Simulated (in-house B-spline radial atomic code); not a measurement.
Zn²⁺. Computed with a B-spline radial atomic code. Model: all-electron spherical atom, spin shells full or empty, radial basis limit, no spin-orbit coupling: exact exchange with a local potential (Slater, KLI or optimised effective potential, whose far tail is KLI's), no correlation.

Exchange potential has not reached -1/r at the last radius.

The run also made RPA and GW results, which its time includes.

The Slater potential averages the orbital exchange potentials with the orbital densities as weights, KLI adds orbital constants, and the optimised effective potential minimises the exact-exchange energy among local potentials. So their energies lie above Hartree-Fock in the order OEP, KLI, Slater. All fall off as −1/r, unlike LDA and GGA exchange.

Command:
```bash
python run_gw.py task.json out
```
Settings (lengths in bohr, energies in hartree):
```
Z                      30
electrons              28
configuration          [Ar] 3d10
hamiltonian            nr
method                 kli
lmax                   9
spin_polarised         False
box_radius             17.55
intervals              73
```

Cost of the run: 3.3 s on 1 thread of Intel(R) Xeon(R) Platinum 8259CL CPU @ 2.50GHz (Skylake/Cascade Lake), on a shared host.

Given: hamiltonian non-relativistic; mean-field start exchange-only KLI.

Computed: energy above Hartree-Fock 8.9788 millihartree; virial ratio -E/T less 1 0.000658.

```tsv
radius (bohr)	r times exchange potential (hartree bohr)
0.00167	-0.039605
0.00206	-0.0488
0.00254	-0.060074
0.00313	-0.073857
0.00386	-0.090761
0.00476	-0.11135
0.00587	-0.13628
0.00724	-0.16626
0.00893	-0.20187
0.011	-0.24317
0.0136	-0.29118
0.0167	-0.34247
0.0207	-0.39897
0.0255	-0.45283
0.0314	-0.50005
0.0388	-0.53429
0.0478	-0.54843
0.059	-0.5448
0.0727	-0.54754
0.0897	-0.60111
0.111	?
0.136	-0.84424
0.168	-0.94624
0.208	-0.98135
0.256	-0.93384
0.316	-0.86592
0.389	-0.96281
0.48	-1.2099
0.592	-1.4335
0.731	-1.5593
0.901	-1.5642
1.11	-1.4743
1.37	-1.3429
1.69	-1.2223
2.09	-1.134
2.57	?
3.17	-1.0442
```

What belongs in the row 0.111?

r times exchange potential (hartree bohr): -0.71723.

What belongs in the row 2.57?

r times exchange potential (hartree bohr): -1.0785.

```
occupied  level (hartree)  Hartree-Fock level (hartree)
      1s          -346.56                       -354.06
      2s          -42.677                       -45.101
      2p                ?                             ?
      3s          -5.7721                       -6.3804
      3p          -4.1994                       -4.5903
      3d          -1.5322                       -1.5339
```

What belongs in the row 2p?

level (hartree): -37.748; Hartree-Fock level (hartree): -39.669.

| empty | level (hartree) |
| --- | --- |
| 4s | -1.1126 |
| 4p | -0.82798 |
| 5s | ? |
| 4d | -0.47359 |
| 5p | -0.39458 |

What belongs in the row 5s?

level (hartree): -0.48308.

The highest level, 3d, differs from Hartree-Fock by +0.048 eV and the deepest, 1s, by +204 eV: a local potential can match the highest level but can't give each shell its own exchange.
